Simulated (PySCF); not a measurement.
The scaffold allyl-X carries different groups X. Isolated molecules, 0 K electronic values unless said otherwise. One relaxed conformer stands for each flexible species; it need not be the lowest. Strings in code marks are SMILES.

The vertical ionisation energy (Delta-SCF) from two functionals at the same geometries (B3LYP-D3(BJ)/def2-TZVP), both in PySCF: PBE-D3(BJ)/def2-TZVP and B3LYP-D3(BJ)/def2-TZVP. B3LYP has the VWN-RPA correlation part, as in Gaussian. Delta-SCF ions had no search for a lower state. 

```json
[
 {"species": "X = ethyl", "PBE-D3(BJ)/def2-TZVP (eV)": "9.40", "B3LYP-D3(BJ)/def2-TZVP (eV)": "9.52"},
 {"species": "X = fluoro (`C(F)C=C` (C–C–C–F torsion 0°))", "PBE-D3(BJ)/def2-TZVP (eV)": "9.97", "B3LYP-D3(BJ)/def2-TZVP (eV)": "10.10"},
 {"species": "X = hydroxy", "PBE-D3(BJ)/def2-TZVP (eV)": "9.52", "B3LYP-D3(BJ)/def2-TZVP (eV)": "9.79"},
 {"species": "X = cyano (`C=CCC#N`)", "PBE-D3(BJ)/def2-TZVP (eV)": "10.34", "B3LYP-D3(BJ)/def2-TZVP (eV)": "10.53"},
 {"species": "X = formyl (`C(C=C)C=O` (C–C–C–C torsion 120°, C–C–C–O torsion -131°))", "PBE-D3(BJ)/def2-TZVP (eV)": "9.03", "B3LYP-D3(BJ)/def2-TZVP (eV)": "9.38"},
 {"species": "X = mercapto (`C(C=C)S` (C–C–C–S torsion -117°, C–C–S–H torsion 57°))", "PBE-D3(BJ)/def2-TZVP (eV)": "8.82", "B3LYP-D3(BJ)/def2-TZVP (eV)": "9.02"},
 {"species": "X = boryl (`BCC=C`)", "PBE-D3(BJ)/def2-TZVP (eV)": "9.38", "B3LYP-D3(BJ)/def2-TZVP (eV)": "9.47"},
 {"species": "X = selanyl (`C=CC[SeH]` (C–C–C–Se torsion -115°, C–C–Se–H torsion 57°))", "PBE-D3(BJ)/def2-TZVP (eV)": "8.53", "B3LYP-D3(BJ)/def2-TZVP (eV)": "8.72"},
 {"species": "X = fluoromethyl (`C=CCCF` (C–C–C–C torsion 116°, C–C–C–F torsion 176°))", "PBE-D3(BJ)/def2-TZVP (eV)": "9.77", "B3LYP-D3(BJ)/def2-TZVP (eV)": "9.98"},
 {"species": "X = siloxy (`C(=C)CO[SiH3]` (C–C–C–O torsion 0°, C–C–O–Si torsion -180°))", "PBE-D3(BJ)/def2-TZVP (eV)": "9.20", "B3LYP-D3(BJ)/def2-TZVP (eV)": "9.53"}
]
```

Over these rows, drawn at random from the members with no instability flagged (it was tested for open shells, ions and some series alone), PBE minus B3LYP-D3(BJ): mean -0.21 eV, from -0.35 eV to -0.09 eV.
